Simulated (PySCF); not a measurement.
C2H9BS, singlet (CAM-B3LYP/def2-SVP optimised geometry):

```
13

B     -0.351     0.920     0.000
H     -0.868     0.131     0.770
H      0.869     0.920     0.000
H     -0.869     2.021     0.000
C      0.076    -1.336    -1.866
S     -0.854     0.204    -1.757
C      0.076     1.230    -2.910
H      1.128    -1.152    -1.610
H     -0.019    -1.765    -2.872
H     -0.361    -2.021    -1.129
H      1.128     1.277    -2.599
H     -0.361     2.236    -2.862
H     -0.019     0.835    -3.930
```

Computed with PySCF with CAM-B3LYP/def2-TZVP.

What are the frontier orbital energies and the dipole moment?

HOMO-2 -9.82 eV, HOMO-1 -9.70 eV, HOMO -9.21 eV, LUMO 1.47 eV, LUMO+1 1.58 eV; dipole moment 4.74 D.

On the same geometry PBE/def2-TZVP (PySCF 2.14.0) gives HOMO-2 -7.12 eV, HOMO-1 -6.91 eV, HOMO -6.56 eV, LUMO -0.59 eV, LUMO+1 -0.01 eV; dipole moment 4.60 D.

Meta-Löwdin charges at CAM-B3LYP/def2-TZVP: B1 -0.51, H2 -0.01, H3 -0.02, H4 -0.01, C5 -0.41, S6 0.54, C7 -0.41, H8 0.13, H9 0.13, H10 0.15, H11 0.13, H12 0.15, H13 0.13.
